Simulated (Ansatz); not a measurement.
CH8Si2, SMILES [SiH3]C[SiH3].

The structure is a stationary point at PBE-D3(BJ)/def2-SVP.

Two levels are set side by side: PBE/def2-SVPD (Ansatz, a quantum-chemistry and plane-wave program) and CAM-B3LYP/def2-SVPD (Ansatz). Energy differences of separate SCF runs at the same geometry; the states with an electron removed or added have multiplicity 2 and 2. Differences are taken from unrounded values.

```csv
quantity,CAM-B3LYP
vertical ionisation energy (eV),10.91
vertical singlet–triplet gap (eV),7.69
```

Question: What does PBE give, and how far is it from CAM-B3LYP? (The exact figures need the calculation; the answer reports its results.)

Answer: 
```
quantity                             PBE  PBE minus CAM-B3LYP
---------------------------------  -----  -------------------
vertical ionisation energy (eV)    10.43                -0.48
vertical singlet–triplet gap (eV)   6.92                -0.77
```
